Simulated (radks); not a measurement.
Q: The table gives one normalised radial function P(r) = r R(r) of Ru+ in [Kr] 4d4.5 5s1.5 5p1 (r in bohr). Method: scalar-relativistic Kohn-Sham, r2SCAN, spin-unpolarised, spherical densities, finite nucleus; meta-GGA in the generalised Kohn-Sham scheme; Fermi nuclear charge, rms radius 4.4809 fm; computed with a radial shooting solver on a logarithmic mesh with Libxc functionals.

r,P
0.004231,0.0002
0.004887,0.0003
0.005644,0.0004
0.006518,0.0006
0.007527,0.0009
0.008763,0.0014
0.01012,0.0021
0.01169,0.0031
0.0135,0.0046
0.01559,0.0068
0.01815,0.0102
0.02096,0.0150
0.0242,0.0219
0.02795,0.0319
0.03228,0.0460
0.03758,0.0672
0.0434,0.0953
0.05013,0.1337
0.05789,0.1852
0.06686,0.2530
0.07783,0.3455
0.08989,0.4559
0.1038,0.5894
0.1199,0.7451
0.1385,0.9187
0.1599,1.1017
0.1861,1.2914
0.215,1.4499
0.2483,1.5693
0.2867,1.6307
0.3311,1.6193
0.3855,1.5229
0.4452,1.3591
0.5142,1.1425
0.5938,0.8991
0.6858,0.6579
0.7983,0.4342
0.922,0.2689
1.065,0.1507
1.23,0.0755
1.42,0.0333
1.653,0.0120
1.909,0.0039
2.205,0.0010
2.547,0.0002
2.941,0.0000
3.397,0.0000
3.954,0.0000
4.567,0.0000
5.274,0.0000
6.091,0.0000
7.034,0.0000
8.189,0.0000
9.457,0.0000
10.92,0.0000

Which n and l does it have? It may be an empty orbital.

A: n = 3, l = 2: the number of nodes gives n - l - 1 = 0, the rise at small r (about r^(l+1), flatter next to the nucleus through relativity) gives l, and the extent must fit the shell. The curve is that of 3d. 3d: eigenvalue -296.20 eV, 0 radial nodes, <r> = 0.384 bohr, 90 % of the charge inside 0.610 bohr.
